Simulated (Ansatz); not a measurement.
Isomers of CH5GeO

3 of its isomers, all doublets with charge 0: A = `[CH2][GeH2][OH]`; B = `[CH3][GeH2][O]`; C = `[CH3][GeH][OH]`.

Shapes, held fixed at every level: PBE0-D4/def2-TZVP. Flexible molecules stand in one conformer, not always the lowest. Programs: Ansatz 0.2.0.

Electronic energies in kJ/mol, without zero-point or thermal terms.

```json
{"level": "HF/def2-SVP", "kind": "Hartree–Fock", "B − A": "+14.3", "C − A": "-49.5"}
{"level": "PBE-D4/def2-TZVPP", "kind": "GGA", "B − A": "+45.3", "C − A": "-102.6"}
{"level": "PBE0-D4/def2-TZVPP", "kind": "global hybrid", "B − A": "+46.8", "C − A": "-92.2"}
{"level": "wB97X-V/def2-TZVPP", "kind": "range-separated hybrid", "B − A": "+43.9", "C − A": "-85.8"}
{"level": "MP2/def2-TZVPP", "kind": "perturbation theory", "B − A": "+74.3", "C − A": "-92.3"}
{"level": "CCSD/def2-SVP", "kind": "coupled cluster or CI", "B − A": "+41.6", "C − A": "-78.1"}
{"level": "CCSD(T)/def2-TZVPP", "kind": "coupled cluster or CI", "B − A": "+52.8", "C − A": "-82.2"}
```

The highest level, CCSD(T)/def2-TZVPP, puts C lowest of these. All levels agree on that. The B − A difference spans +14.3 to +74.3 kJ/mol over the levels. Open shells run unrestricted unless RO is named. Relativity is left out for Ge unless named. Correlated rows may include outer-core shells of Ge, which these sets cover unevenly.
